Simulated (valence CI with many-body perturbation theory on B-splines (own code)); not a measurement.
Ladder of approximations for Lu XXII

Calculated by relativistic CI+MBPT: four valence electrons over a frozen Dirac-Fock core [Kr] 4d10, radial functions for each j: 8 s, 8 p, 9 d, 9 f, 6 g, 3 h, 2 i, with the one-electron correlation potential Σ1, the two-electron term Σ2, the three-electron term Σ3, Breit, model QED; selected CI, second order for the rest (own B-spline code, finite nucleus).

No measured levels were compared; by estimate terms of the open shell hold to a few per cent of their energy, and close levels can change places. Core correlation moves these levels by up to 3200 cm⁻¹, and in measured spectra 5 to 20 % of such shifts remained as error; rates that hang on mixing are uncertain with them. Only levels of the ground parity were solved; by the run's estimate the other parity begins above the list, which can be wrong where configurations are misplaced.

Each rung adds one term. CI alone is the Dirac-Coulomb CI over the frozen core; QED comes last and gives the full result, which names the levels. Energies are above 4f4 5I_4 on the same rung, in cm⁻¹.

Names give the largest LS component (configuration and term), which can be under half, so a name can repeat, a term be missing and a line seem to break the LS rules; names also repeat where a configuration has a term twice. Letters in brackets count levels of one name in rising energy.

| Level | CI alone | + Σ1 | + Σ2 | + Σ3 | + Breit | Full |
| --- | --- | --- | --- | --- | --- | --- |
| 4f4 5I_5 | 9223 | 9569 | 10179 | 10226 | 9430 | 9483 |
| 4f4 5I_6 | 18005 | 18610 | 19618 | 19671 | 18114 | 18205 |
| 4f4 5I_7 | 25997 | 26781 | 27982 | 27994 | 25792 | 25906 |
| 4f4 5F_2 | 32933 | 33076 | 31190 | 31644 | 31927 | 31927 |
| 4f4 5I_8 | 33288 | 34184 | 35463 | 35407 | 32648 | 32775 |
| 4f4 5F_1 | 34205 | 34602 | 33346 | 33876 | 33708 | 33753 |
| 4f4 3G_4 [a] | 38430 | 38680 | 37842 | 37812 | 37576 | 37594 |
| 4f4 5F_3 | 39933 | 40438 | 39344 | 39816 | 39200 | 39260 |
| 4f4 5S_2 | 43665 | 44266 | 43114 | 42772 | 42092 | 42166 |
| 4f4 5G_2 | 45581 | 45962 | 43709 | 43946 | 43745 | 43781 |
| 4f4 3K_6 [a] | 46206 | 46851 | 47225 | 46773 | 45336 | 45416 |
| 4f4 5G_3 | 47335 | 47763 | 45944 | 46322 | 46040 | 46080 |
| 4f4 5F_5 [a] | 49817 | 50529 | 49885 | 50180 | 48933 | 49020 |
| 4f4 3L_7 [a] | 50372 | 51054 | 50974 | 50719 | 48940 | 49022 |
| 4f4 5F_4 | 49982 | 50796 | 50291 | 50599 | 49405 | 49508 |
| 4f4 3M_8 | 55298 | 56007 | 55564 | 55524 | 53352 | 53437 |
| 4f4 5G_4 | 59914 | 60766 | 59758 | 59850 | 58716 | 58820 |
| 4f4 5F_5 [b] | 59866 | 60884 | 60731 | 60897 | 59185 | 59315 |
| 4f4 3D_2 | 60682 | 61497 | 61192 | 61429 | 60578 | 60674 |
| 4f4 3G_3 [a] | 61166 | 62028 | 61549 | 61929 | 60849 | 60954 |
| 4f4 3P_1 | 65567 | 66456 | 66554 | 66396 | 65476 | 65582 |
| 4f4 5G_5 | 69051 | 70149 | 69636 | 69605 | 67814 | 67953 |
| 4f4 1D_2 [a] | 68855 | 69656 | 69555 | 69049 | 68296 | 68384 |
| 4f4 3L_7 [b] | 69385 | 70553 | 71340 | 71024 | 68575 | 68730 |
| 4f4 5G_6 | 70346 | 71450 | 70947 | 71054 | 68976 | 69115 |
| 4f4 3L_8 | 71025 | 71981 | 71796 | 71608 | 69040 | 69158 |
| 4f4 3M_9 | 72904 | 73872 | 73012 | 73184 | 70282 | 70399 |
| 4f4 3P_0 | 71009 | 71904 | 71608 | 71616 | 70733 | 70837 |
| 4f4 3D_3 | 71482 | 72452 | 72074 | 72378 | 71220 | 71333 |
| 4f4 3F_4 [a] | 72602 | 73537 | 73169 | 72706 | 71427 | 71534 |
| 4f4 3K_8 | 73200 | 74414 | 74959 | 74820 | 71876 | 72039 |

**Question.** How does the ionisation energy move along the ladder, and which term matters most?

**Answer.** CI alone 567.22, + Σ1 570.48, + Σ2 578.38, + Σ3 578.42, + Breit 578.42, + QED 578.45 eV. The largest step is Σ2, 7.89 eV. NIST lists 600 ± 30 eV (theoretical).
